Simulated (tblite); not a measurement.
Compound: C6H10N (doublet state).
Atom-mapped SMILES: `[H]/[N:5]=[C:4]1/[CH2:3][C:2]([CH3:1])[C@H:6]1[CH3:7]` (hydrogens: H8, H9, H10 on C1; H11, H12 on C3; H13 on N5; H14 on C6; H15, H16, H17 on C7)

Calculated harmonic vibrations of the isolated species, GFN2-xTB (tblite), most abundant isotopes, no scaling. Errors from tens to a few hundred cm⁻¹ against measured bands are possible. Open shells enter through the occupations alone, without spin polarisation, and single modes of such species can be off by tens of per cent.

Harmonic wavenumbers (cm⁻¹): 32.6, 93.7, 152.8, 172.6, 202.1, 259.7, 356.5, 465.4, 501.3, 592.7, 780.1, 800.0, 845.3, 898.4, 941.6, 977.8, 992.1, 1013.2, 1033.2, 1054.8, 1108.1, 1167.0, 1178.8, 1199.8, 1247.6, 1274.8, 1368.5, 1389.9, 1398.2, 1422.2, 1465.1, 1471.1, 1494.2, 1496.9, 1816.8, 2853.5, 2857.7, 2894.4, 2932.6, 3001.5, 3011.8, 3019.0, 3030.6, 3034.9, 3317.8.

A = 4041, B = 2374, C = 1632 MHz; mass 96.081 u (most abundant isotopes); point group C1, symmetry number 1; spin multiplicity 2.

Q: Zero-point energy?

A: ½Σν̃ = 31309 cm⁻¹ = 89.52 kcal/mol.

Q: Give the ideal-gas entropy at 298.15 K and 1 bar in the rigid-rotor, harmonic-oscillator model (classical rotation).

A: Translation 39.63, rotation 27.42, vibration 22.77, spin (R ln 2) 1.38: S = 91.2 cal/(mol K).

Q: And Cp and H(298.15 K) − H(0)?

A: Cp = 31.14 cal/(mol K), of which vibrations give 23.19 (their classical limit is 45 R = 89.4); H(298.15 K) − H(0) = 5.85 kcal/mol without the zero-point energy, 3.48 from vibrations.

Q: How do the functions run with temperature in this model?

A: 
```json
{"T (K)": "100", "S (cal/(mol K))": "67.0", "Cp (cal/(mol K))": "16.4", "H − H(0) (kcal/mol)": "1.20", "G − H(0) (kcal/mol)": "-5.49", "ln q(vib)": "1.58"}
{"T (K)": "200", "S (cal/(mol K))": "80.5", "Cp (cal/(mol K))": "23.3", "H − H(0) (kcal/mol)": "3.19", "G − H(0) (kcal/mol)": "-12.90", "ln q(vib)": "3.63"}
{"T (K)": "300", "S (cal/(mol K))": "91.4", "Cp (cal/(mol K))": "31.3", "H − H(0) (kcal/mol)": "5.91", "G − H(0) (kcal/mol)": "-21.51", "ln q(vib)": "5.62"}
{"T (K)": "500", "S (cal/(mol K))": "111.3", "Cp (cal/(mol K))": "47.6", "H − H(0) (kcal/mol)": "13.85", "G − H(0) (kcal/mol)": "-41.81", "ln q(vib)": "9.58"}
{"T (K)": "800", "S (cal/(mol K))": "137.6", "Cp (cal/(mol K))": "64.2", "H − H(0) (kcal/mol)": "30.83", "G − H(0) (kcal/mol)": "-79.26", "ln q(vib)": "15.48"}
{"T (K)": "1000", "S (cal/(mol K))": "152.8", "Cp (cal/(mol K))": "71.5", "H − H(0) (kcal/mol)": "44.43", "G − H(0) (kcal/mol)": "-108.32", "ln q(vib)": "19.24"}
```

q(vib) and H(0) count from the zero-point level.

Q: Blend soft modes into free rotors: weight 1/[1 + (100 cm⁻¹/ν̃)⁴] for the oscillator and the rest for a rotor with moment μB/(μ + B), μ = h/(8π²ν), B = 10⁻⁴⁴ kg m². What vibrational entropy results?

A: 20.69 cal/(mol K) in place of 22.77, which changes −T·S at 298.15 K by +0.62 kcal/mol.

Q: Which modes carry the vibrational entropy at 298.15 K?

A: 32.6 cm⁻¹: 5.66; 93.7 cm⁻¹: 3.58; 152.8 cm⁻¹: 2.64; 172.6 cm⁻¹: 2.41; 202.1 cm⁻¹: 2.11; 259.7 cm⁻¹: 1.66 cal/(mol K); the other 39 give 4.70 together.

Q: What must be added to the electronic energy to get the Gibbs energy at 298.15 K and 1 bar?

A: ZPE + [H(298.15 K) − H(0)] − T·S = 89.52 + 5.85 − 27.19 = 68.18 kcal/mol.

Hindered rotation and anharmonicity are outside this model. The structure is chiral; the term R ln 2 for an equal mix with its mirror image is left out.
